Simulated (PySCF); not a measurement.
**NiI₂: fields on a plane**

All numbers come from UPBE0 in PySCF with Ni def2-SVP, I def2-SVP with ECP28; scalar-relativistic core potentials, no spin–orbit coupling; density-fitted integrals.

The triplet minimum has Ni–I 2.411 Å (×2); I–Ni–I 180.0°.

The plane holds Ni1 at (0.00, 0.00), I2 at (2.41, 0.00), I3 at (-2.41, 0.00) Å. Columns run from x = -4.35 to 4.65 Å, rows from y = 2.25 (top) to -1.95 Å, in steps of 0.3 Å. Other isomers or separated fragments may lie lower. Core electrons replaced by a potential are absent, the electrostatic potential uses the reduced nuclear charge, and values within about 0.7 Å of such atoms have no physical meaning.

Problem. Give the electron localisation function (set to 0 where the density is under 0.005 e/Å³). Lower edges of the bins: '0' 0.000, '1' 0.083, '2' 0.165, '3' 0.248, '4' 0.330, '5' 0.413, '6' 0.496, '7' 0.578, '8' 0.661, '9' 0.743; top 0.83.

Solution. 
```
0002344432100000000123444320000
0034667654321000012345676642000
0246889876542100013567898864200
1368999998752111114789999986310
2579998889851112114898889997520
3689843247851134214874234898631
3698448843841489514834884489631
3797392382733912933728329379731
3797392382733921933728329379731
3698448843841598414834884489631
3689843247841243115874234898631
2579998889841121115898889997520
1368999998741111125789999986310
0246889876531000124567898864200
0024667654321000012345676643000
```

Problem. Give the spin density (e/Å³) (cut at ±0.5 e/Å³). Lower edges of the bins (e/Å³): '0' -0.004, '1' 0.046, '2' 0.097, '3' 0.147, '4' 0.197, '5' 0.248, '6' 0.298, '7' 0.349, '8' 0.399, '9' 0.450; top 0.50.

Solution. 
```
0000000000000000000000000000000
0000000000000000000000000000000
0000000000000000000000000000000
0000000000000000000000000000000
0000000000000000000000000000000
0000000000000220000000000000000
0000000000001995610000000000000
0000000000000999900000000000000
0000000000000999900000000000000
0000000000001659910000000000000
0000000000000002200000000000000
0000000000000000000000000000000
0000000000000000000000000000000
0000000000000000000000000000000
0000000000000000000000000000000
```

Other spin states or occupations of the open shell can lie lower. Spin–orbit coupling, left out here, can matter for elements this heavy.
